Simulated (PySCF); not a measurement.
PySCF job for H2Se, SMILES [SeH2], EOM-CCSD/aug-cc-pVDZ. Coordinates come from a ωB97X-D3(BJ)/def2-TZVPD optimisation.

```python
import numpy as np
from pyscf import gto, scf, dft, cc
from pyscf.cc import eom_rccsd

mol = gto.M(
    atom='''
    Se    0.00000000    0.00000000    0.05659401
    H     0.00000000   -1.04932915   -0.96209819
    H     0.00000000    1.04932912   -0.96209822
    ''',
    basis='aug-cc-pVDZ',
    charge=0,
    spin=0,
    max_memory=2000,
    verbose=4,
)
mf = scf.RHF(mol)
mf.conv_tol = 1e-10
mf.max_cycle = 100
mf.kernel()
mycc = cc.CCSD(mf, frozen=14)
mycc.conv_tol = 1e-8
mycc.kernel()
mycc.solve_lambda()
dip = scf.hf.dip_moment(mol, mycc.make_rdm1(ao_repr=True))
res = {}
for name, solver, nroots, keep in (('singlet', eom_rccsd.EOMEESinglet, 9, 6), ('triplet', eom_rccsd.EOMEETriplet, 6, 3), ('IP', eom_rccsd.EOMIP, 6, 5), ('EA', eom_rccsd.EOMEA, 3, 2)):
    eom = solver(mycc)
    eom.max_cycle, eom.max_space = 200, 40
    e = eom.kernel(nroots=nroots)[0]
    res[name] = (e[:keep] * 27.211386245988, all(eom.converged[:keep]))
    print(name, 'roots / eV', res[name][0].round(3))
```

Log of the run:

```
PySCF version 2.14.0

[INPUT] verbose = 4
[INPUT] num. atoms = 3
[INPUT] num. electrons = 36
[INPUT] charge = 0
[INPUT] spin (= nelec alpha-beta = 2S) = 0
[INPUT] symmetry False subgroup None
[INPUT] Mole.unit = angstrom
[INPUT] Symbol           X                Y                Z      unit          X                Y                Z       unit  Magmom
[INPUT]  1 Se     0.000000000000   0.000000000000   0.056594010000 AA    0.000000000000   0.000000000000   0.106947179191 Bohr   0.0
[INPUT]  2 H      0.000000000000  -1.049329150000  -0.962098190000 AA    0.000000000000  -1.982944708023  -1.818102084040 Bohr   0.0
[INPUT]  3 H      0.000000000000   1.049329120000  -0.962098220000 AA    0.000000000000   1.982944651331  -1.818102140732 Bohr   0.0

nuclear repulsion = 24.8570937931464
number of shells = 19
number of NR pGTOs = 108
number of NR cGTOs = 54
basis = aug-cc-pVDZ
ecp = {}


[settings echo left out]
init E= -2399.9406233321
  HOMO = -0.291854982199891  LUMO = 0.0235163051422336  gap/eV = 8.58169
cycle= 1 E= -2400.95813059568  delta_E= -1.02  |g|= 0.181  |ddm|= 1.28
  HOMO = -0.354622958333597  LUMO = 0.0298362276173139  gap/eV = 10.46167
cycle= 2 E= -2400.9731244329  delta_E= -0.015  |g|= 0.0563  |ddm|= 0.316
  HOMO = -0.361392093747009  LUMO = 0.0338476340059977  gap/eV = 10.75502
cycle= 3 E= -2400.97449024851  delta_E= -0.00137  |g|= 0.0164  |ddm|= 0.0738
  HOMO = -0.35839507005948  LUMO = 0.0343298451591458  gap/eV = 10.68659
cycle= 4 E= -2400.97470487364  delta_E= -0.000215  |g|= 0.004  |ddm|= 0.0355
  HOMO = -0.359281861051735  LUMO = 0.0342385083011969  gap/eV = 10.70823
cycle= 5 E= -2400.97471696975  delta_E= -1.21e-05  |g|= 0.001  |ddm|= 0.00934
  HOMO = -0.359245376955585  LUMO = 0.034240621878185  gap/eV = 10.70730
cycle= 6 E= -2400.9747179407  delta_E= -9.71e-07  |g|= 0.000176  |ddm|= 0.00264
  HOMO = -0.359277547514815  LUMO = 0.0342380664989363  gap/eV = 10.70811
cycle= 7 E= -2400.97471797123  delta_E= -3.05e-08  |g|= 2.53e-05  |ddm|= 0.000573
  HOMO = -0.359278305185788  LUMO = 0.0342386003180737  gap/eV = 10.70814
cycle= 8 E= -2400.97471797192  delta_E= -6.93e-10  |g|= 4.3e-06  |ddm|= 8.18e-05
  HOMO = -0.359278696928215  LUMO = 0.0342388073312789  gap/eV = 10.70816
cycle= 9 E= -2400.97471797194  delta_E= -1.64e-11  |g|= 5.52e-07  |ddm|= 1.25e-05
  HOMO = -0.359278643638623  LUMO = 0.034238796471008  gap/eV = 10.70815
Extra cycle  E= -2400.97471797194  delta_E= -9.09e-13  |g|= 2e-07  |ddm|= 9.64e-07
converged SCF energy = -2400.97471797194

******** <class 'pyscf.cc.ccsd.CCSD'> ********
CC2 = 0
CCSD nocc = 4, nmo = 40
frozen orbitals 14
max_cycle = 50
direct = 0
conv_tol = 1e-08
conv_tol_normt = 1e-05
diis_space = 6
diis_start_cycle = 0
diis_start_energy_diff = 1e+09
Init t2, MP2 energy = -2401.11094563832  E_corr(MP2) -0.136227666379215
Init E_corr(CCSD) = -0.13622766637924
cycle = 1  E_corr(CCSD) = -0.152678753114409  dE = -0.0164510867  norm(t1,t2) = 0.0356284
cycle = 2  E_corr(CCSD) = -0.156614089405127  dE = -0.00393533629  norm(t1,t2) = 0.0121158
cycle = 3  E_corr(CCSD) = -0.158369556684184  dE = -0.00175546728  norm(t1,t2) = 0.00499125
cycle = 4  E_corr(CCSD) = -0.158408554507468  dE = -3.89978233e-05  norm(t1,t2) = 0.00082862
cycle = 5  E_corr(CCSD) = -0.158369818364645  dE = 3.87361428e-05  norm(t1,t2) = 0.000300919
cycle = 6  E_corr(CCSD) = -0.15837203107314  dE = -2.2127085e-06  norm(t1,t2) = 7.92779e-05
cycle = 7  E_corr(CCSD) = -0.158372695637659  dE = -6.64564519e-07  norm(t1,t2) = 1.99368e-05
cycle = 8  E_corr(CCSD) = -0.158372518120363  dE = 1.77517296e-07  norm(t1,t2) = 6.67207e-06
cycle = 9  E_corr(CCSD) = -0.158372490768084  dE = 2.73522789e-08  norm(t1,t2) = 1.95482e-06
cycle = 10  E_corr(CCSD) = -0.158372460227077  dE = 3.05410074e-08  norm(t1,t2) = 4.76483e-07
cycle = 11  E_corr(CCSD) = -0.158372444719463  dE = 1.5507614e-08  norm(t1,t2) = 1.58651e-07
cycle = 12  E_corr(CCSD) = -0.158372441638759  dE = 3.08070347e-09  norm(t1,t2) = 4.6694e-08
CCSD converged
E(CCSD) = -2401.13309041358  E_corr = -0.1583724416387593
cycle = 1  norm(lambda1,lambda2) = 0.00746052
cycle = 2  norm(lambda1,lambda2) = 0.00176506
cycle = 3  norm(lambda1,lambda2) = 0.000736716
cycle = 4  norm(lambda1,lambda2) = 0.0001409
cycle = 5  norm(lambda1,lambda2) = 3.89703e-05
cycle = 6  norm(lambda1,lambda2) = 1.00673e-05
cycle = 7  norm(lambda1,lambda2) = 2.9313e-06
Dipole moment(X, Y, Z, Debye): -0.00000, -0.00000, -0.70488

******** <class 'pyscf.cc.eom_rccsd.EOMEESinglet'> ********
max_space = 40
max_cycle = 200
conv_tol = 1e-08
partition = None
EOM-CCSD root 0 E = 0.2023746428263145  qpwt = 0.954932  conv = True
EOM-CCSD root 1 E = 0.2052935118068804  qpwt = 0.954897  conv = True
EOM-CCSD root 2 E = 0.2705751718610492  qpwt = 0.960405  conv = True
EOM-CCSD root 3 E = 0.2838277180301006  qpwt = 0.960768  conv = True
EOM-CCSD root 4 E = 0.3006986674447106  qpwt = 0.945977  conv = True
EOM-CCSD root 5 E = 0.3127384375714095  qpwt = 0.949779  conv = True
EOM-CCSD root 6 E = 0.3215375198622267  qpwt = 0.944762  conv = True
EOM-CCSD root 7 E = 0.3477615845251195  qpwt = 0.960841  conv = True
EOM-CCSD root 8 E = 0.3514276873486566  qpwt = 0.956948  conv = True
singlet roots / eV [5.507 5.586 7.363 7.723 8.182 8.51 ]

******** <class 'pyscf.cc.eom_rccsd.EOMEETriplet'> ********
max_space = 40
max_cycle = 200
conv_tol = 1e-08
partition = None
EOM-CCSD root 0 E = 0.1877881912663849  qpwt = 0.960246  conv = True
EOM-CCSD root 1 E = 0.1915288055933411  qpwt = 0.954001  conv = True
EOM-CCSD root 2 E = 0.2694334595219788  qpwt = 0.952467  conv = True
EOM-CCSD root 3 E = 0.275861306463605  qpwt = 0.956225  conv = True
EOM-CCSD root 4 E = 0.2826117664970688  qpwt = 0.96476  conv = True
EOM-CCSD root 5 E = 0.2850995014528398  qpwt = 0.958325  conv = True
triplet roots / eV [5.11  5.212 7.332]

******** <class 'pyscf.cc.eom_rccsd.EOMIP'> ********
max_space = 40
max_cycle = 200
conv_tol = 1e-08
partition = None
EOM-CCSD root 0 E = 0.3526527837418229  qpwt = 0.964781  conv = True
EOM-CCSD root 1 E = 0.4680509671108999  qpwt = 0.960517  conv = True
EOM-CCSD root 2 E = 0.5413176434893295  qpwt = 0.953414  conv = True
EOM-CCSD root 3 E = 0.7184302440589118  qpwt = 0.00253658  conv = True
EOM-CCSD root 4 E = 0.7510621877262783  qpwt = 0.188871  conv = True
EOM-CCSD root 5 E = 0.8144026315937274  qpwt = 0.460908  conv = True
IP roots / eV [ 9.596 12.736 14.73  19.549 20.437]

******** <class 'pyscf.cc.eom_rccsd.EOMEA'> ********
max_space = 40
max_cycle = 200
conv_tol = 1e-08
partition = None
EOM-CCSD root 0 E = 0.02264444147455487  qpwt = 0.99122  conv = True
EOM-CCSD root 1 E = 0.05699724439596538  qpwt = 0.991537  conv = True
EOM-CCSD root 2 E = 0.08100203357706461  qpwt = 0.98402  conv = True
EA roots / eV [0.616 1.551]
```

The calculation finished and met its thresholds.
